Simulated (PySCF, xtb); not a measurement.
VF4, SMILES [F][V+]([F])([F])[F], charge +1, multiplicity 1.

GFN2-xTB run with xtb at its own geometry gives an orbital gap of 4.21 eV.

Geometry optimised at PBE0-D3(BJ)/def2-SVP. The spin state was assumed, not searched. The isomer is the one that the SMILES or the coordinates give; other isomers of the formula were not compared.

**Question.** What does PBE0/def2-TZVP in PySCF give? (An estimate is asked for; the answer gives what the named calculation found.)

**Answer.** gap 8.04 eV (levels -20.39 and -12.35 eV).
